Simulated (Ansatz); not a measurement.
Cl2Se (SMILES Cl[Se]Cl) moved off its minimum; all values from Ansatz (a program for electronic structure), cores frozen in correlated methods.
(charge 0, multiplicity 1)
```xyz
3

Se     0.00797     0.05518     0.65958
Cl     1.09502     1.28575    -0.63134
Cl    -1.29909    -1.27655    -0.78812
```

Forces at B3LYP/def2-TZVPP (eV/Å):

```json
[
 {"atom": "Se1", "Fx": "-1.555", "Fy": "-1.663", "Fz": "-0.121"},
 {"atom": "Cl2", "Fx": "0.619", "Fy": "0.705", "Fz": "-0.834"},
 {"atom": "Cl3", "Fx": "0.936", "Fy": "0.958", "Fz": "0.954"}
]
```

Give the forces (eV/Å), the total energy and the dipole at CCSD(T)/def2-TZVPPD.


```csv
atom,Fx,Fy,Fz
Se1,-1.620,-1.727,-0.249
Cl2,0.524,0.603,-0.809
Cl3,1.096,1.124,1.059
```
Energy -3319.4582 hartree, dipole 1.47 D.
